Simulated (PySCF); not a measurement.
Level of theory: PBE-D3(BJ)/def2-TZVP // PBE0-D4/def2-SVP run with PySCF. Gas-phase values, no solvent. One relaxed conformer stands for a flexible species; it need not be the lowest. Excitations are Tamm–Dancoff values on a coarser integration grid. The basis has no diffuse functions, so Rydberg states are missing or too high.

Reference species (SMILES): `[NH2][GeH2][GeH2][GeH2][CH]=O` (neutral, multiplicity 1).

| Property | Result |
|---|---|
| HOMO–LUMO gap | 2.88 eV |
| LUMO | -2.67 eV |
| T1 excitation (TDA) | 2.52 eV |

Changed species: `[NH2][GeH2][GeH2][GeH2][GeH2][CH]=O` (n = 4; the reference has n = 3).

**Question.** Predict the effect on the HOMO–LUMO gap, LUMO and T1 excitation (TDA).

**Answer.** the HOMO–LUMO gap drops by 0.13 eV, to 2.75 eV; the LUMO falls by 0.02 eV, to -2.69 eV; the T1 excitation (TDA) falls by 0.08 eV, to 2.44 eV.
